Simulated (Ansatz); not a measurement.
Nb3O14H13, a hydroxylated oxide cluster, relaxed as a singlet with RKS r2SCAN-D4/def2-SVP in Ansatz, starting from the GFN1-xTB geometry. Force threshold 0.03 eV/Å.

In the def2 sets Nb takes a core potential; there is no spin–orbit coupling.

Start:

```xyz
30

Nb   -1.794   -0.852    1.098
Nb    1.055   -0.650   -1.314
Nb    0.478    1.891   -0.112
O    -0.273   -1.634   -0.091
O     2.101   -2.188   -0.982
O     1.640    0.114    0.457
O     0.224   -1.544   -2.720
O    -2.430   -0.299   -0.541
O    -0.840    0.971    1.099
O    -2.706   -2.434    1.005
O     2.544    0.063   -2.149
O    -0.631    3.317   -0.415
O     1.993    2.477   -0.964
O    -0.055    0.772   -1.438
O     1.110    2.583    1.514
O    -3.019    0.029    2.153
O    -0.561   -1.285    2.420
H    -0.851   -1.915   -0.807
H     1.704   -2.833   -0.391
H     1.107   -0.269    1.159
H     0.635   -2.381   -2.947
H    -1.793    0.180   -1.097
H    -0.476    1.041    1.985
H    -3.503   -2.507    0.476
H     3.369   -0.318   -1.844
H    -0.659    4.037    0.216
H     2.417    1.838   -1.556
H     2.067    2.657    1.519
H    -3.031    0.986    2.083
H     0.180   -1.846    2.183
```

Q: Estimate the energy that the relaxation releases and the steps that it takes.

A: 335.1 kJ/mol, in 38 steps; 3.6 min on 2 threads of AMD EPYC 7R13 on a shared host and a share (18 GiB) of an NVIDIA H100 80GB HBM3. The force fell under the threshold at step 29, but the optimiser went on and released 0.002 eV more. No frequencies were taken in this run, so the end may be a saddle point.

Q: Does the start keep its bonding and symmetry?

A: By distances, no bond broke or formed. The bond that changes most is Nb3–O14, from 1.81 to 2.00 Å (atoms count from 1). A close non-bonded pair moves further: H20–H30, from 2.10 to 2.72 Å.

Q: Predict the relaxed structure.

A: 
```xyz
30

Nb   -2.0206   -0.7537    1.1089
Nb    1.0435   -0.8620   -1.4876
Nb    0.7630    2.0220    0.0126
O    -0.2878   -1.5928   -0.0206
O     2.2721   -2.2336   -0.9031
O     1.8266    0.1375    0.3044
O     0.1840   -1.7973   -2.8619
O    -2.3879    0.0420   -0.5669
O    -0.6379    0.9361    1.2386
O    -2.9232   -2.3960    0.7421
O     2.4473    0.1065   -2.4521
O    -0.4451    3.4575   -0.1204
O     2.1353    2.4542   -1.1818
O     0.0380    0.7559   -1.3554
O     1.5990    2.4888    1.6806
O    -3.3610    0.1883    2.0763
O    -1.0431   -1.3714    2.6288
H    -0.1490   -2.5248    0.2030
H     2.8951   -2.1054   -0.1757
H     1.3880   -0.3035    1.0477
H    -0.4899   -2.3180   -3.3059
H    -1.6807    0.4390   -1.1253
H    -0.4969    1.1852    2.1651
H    -3.4072   -2.5836   -0.0720
H     3.3147   -0.2943   -2.5994
H    -1.2959    3.7576    0.2169
H     2.4604    1.7745   -1.8268
H     2.4259    2.0760    1.9636
H    -4.0172    0.7855    1.6957
H    -0.1495   -1.4702    2.9710
```
Bond lengths (bridged metal pairs left out): 18 × Nb–O 1.87 to 2.23 Å; 13 × H–O 0.96 to 0.99 Å.
